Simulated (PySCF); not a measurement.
Job for PySCF: R-B3LYP/6-311+G** on CH8SSi (a complex), monomers drawn apart or pushed together.

```python
from pyscf import gto, scf, dft, mp
from pyscf.data.elements import chemcore

mol = gto.M(
    atom='''
    S    -0.00899415   -0.53450535    0.30545501
    H    -0.02062415   -1.57213420    1.15728415
    H    -1.14679066   -0.03469494    0.81338900
    C     1.13902885    1.21924541    4.40711954
    Si   -0.37959383    0.18617660    4.77105887
    H     1.99762902    0.86351868    4.97958078
    H     0.96918003    2.26552935    4.66765434
    H     1.38598731    1.16430271    3.34599042
    H    -0.15118083   -1.23654339    4.41444237
    H    -1.54748542    0.66688031    3.99103978
    H    -0.73385767    0.24661001    6.21054617
    ''',
    basis='6-311+g**',
    charge=0, spin=0, verbose=3, max_memory=1800)
mf = dft.RKS(mol, xc='b3lyp')
mf.conv_tol = 1e-8
mf.max_cycle = 100
mf.kernel()
if not mf.converged:
    mf = mf.newton().run(mf.mo_coeff, mf.mo_occ)
```

Give the final energy of this run.

-730.6767 hartree.
